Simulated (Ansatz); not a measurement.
```yaml
crystal:
  periodic: [false, false, false]
  atoms:
    - {symbol: O, position_ang: [-1.367947, 0.648065, -0.693241]}
    - {symbol: C, position_ang: [-0.010981, 0.480019, -0.312437]}
    - {symbol: Si, position_ang: [0.216513, -0.920430, 0.959236]}
    - {symbol: S, position_ang: [0.977921, 0.058242, -1.747530]}
    - {symbol: H, position_ang: [-1.887942, 0.800205, 0.103152]}
    - {symbol: H, position_ang: [0.394671, 1.410040, 0.105164]}
    - {symbol: H, position_ang: [1.544695, -0.821305, 1.614932]}
    - {symbol: H, position_ang: [0.058014, -2.238751, 0.297197]}
    - {symbol: H, position_ang: [-0.853785, -0.749045, 1.981517]}
    - {symbol: H, position_ang: [1.012042, 1.281761, -2.305090]}
basis:
  gaussian: {orbitals: def2-mTZVPP, fitting: {mean_field: cc-pVTZ-jkfit}}
magnetization: {spin_polarized: true, initial_magnetization: 4}
hamiltonian: {xc: {name: wB97M-V}}
output: {forces: true}
```

```sh
$ ansatz run in.yaml --threads 2 --pin off --events-out ev --progress --plain --max-ram 4352MiB
```

Output, abridged:

```
Functional definition: wB97M-V
  name "wB97M-V"
  cite "Mardirossian & Head-Gordon, J. Chem. Phys. 144, 214110 (2016) doi:10.1063/1.4952647"
  cite "Becke, J. Chem. Phys. 107, 8554 (1997) doi:10.1063/1.475007"
  cite "Vydrov & Van Voorhis, J. Chem. Phys. 133, 244103 (2010) doi:10.1063/1.3521275"
  # Of w^i u^j: cxij and so on, Table III.
  parameter omega = 0.3/bohr
  parameter cx = 0.15
  parameter cx01 = 1.007
  parameter cx10 = 0.259
  parameter css00 = 0.443
  parameter css04 = -1.437
  parameter css10 = -4.535
  parameter css20 = -3.390
  parameter css43 = 4.278
  parameter cos00 = 1.000
  parameter cos10 = 1.358
  parameter cos20 = 2.924
  parameter cos21 = -8.812
  parameter cos60 = -1.390
  parameter cos61 = 9.142
  parameter b = 6.0
  parameter c = 0.01
  gx(w, u) = 1 - cx + cx01*u + cx10*w
  gss(w, u) = css00 + css04*u^4 + css10*w + css20*w^2 + css43*w^4*u^3
  gos(w, u) = cos00 + cos10*w + (cos20 + cos21*u)*w^2 + (cos60 + cos61*u)*w^6
  exchange = spin_sum(e_x_unif_sr(omega)*gx(b97_w, b97_u_x)) + cx*exact_x_sr(omega) + exact_x_lr(omega)
  correlation = spin_sum(e_c_pw_mod_same_spin*gss(b97_w, b97_u_same))
      + integral(e_c_pw_mod_opposite_spin*gos(b97_w_opposite, b97_u_opposite)) + vv10(b, c)
580 factors; integrals over basis functions are off by at most 2.5e-1 eV
580 factors; integrals over basis functions are off by at most 2.3e-6 eV
mean field evaluation 1: about -21875.8255 eV, gradient 2.9e1 eV
mean field evaluation 2: about -21874.6921 eV, gradient 3.8e1 eV
mean field evaluation 4: about -21880.0815 eV, gradient 3.4e0 eV
mean field evaluation 8: about -21880.2742 eV, gradient 3.0e-1 eV
mean field evaluation 16: about -21880.2932 eV, gradient 2.5e-2 eV
mean field evaluation 32: about -21880.2935 eV, gradient 4.3e-4 eV
mean field -21880.29348288 eV, -804.0859545002 hartree, gradient 1.7e-6 eV, S^2 6.008207; 6 other end points of the search recorded, 0 dependent functions left out
the calculation of the forces begins
reference -21880.29352981 eV, -804.0859562249 hartree; 27, 23 occupied and 100, 104 virtual orbitals, 580 factors
Total energy: -21880.29352981 eV, -804.0859562249 hartree
Atom 0 at    -1.367947     0.648065    -0.693241 Å, force     1.351320    -0.718432    -2.941934 eV/Å
Atom 1 at    -0.010981     0.480019    -0.312437 Å, force    -0.828909     2.431182    -0.037594 eV/Å
Atom 2 at     0.216513    -0.920430     0.959236 Å, force    -1.233924    -1.081528     1.250702 eV/Å
Atom 3 at     0.977921     0.058242    -1.747530 Å, force     2.974260    -4.925833    -2.260281 eV/Å
Atom 4 at    -1.887942     0.800205     0.103152 Å, force    -1.812260     0.794376     2.878295 eV/Å
Atom 5 at     0.394671     1.410040     0.105164 Å, force    -0.105851     0.285157     1.107537 eV/Å
Atom 6 at     1.544695    -0.821305     1.614932 Å, force     0.178228     0.334757    -0.087731 eV/Å
Atom 7 at     0.058014    -2.238751     0.297197 Å, force    -0.011729     0.336118    -0.138928 eV/Å
Atom 8 at    -0.853785    -0.749045     1.981517 Å, force     0.531332    -0.377310     0.372152 eV/Å
Atom 9 at     1.012042     1.281761    -2.305090 Å, force    -1.042466     2.921513    -0.142218 eV/Å
Dipole moment:     0.152582     0.282565    -0.092614 e Å
```

(1) What is wrong with this run?

Answers

(1) The spin is set far too high for this molecule. Self-consistency was reached. The result belongs to that input, not to the molecule as meant.
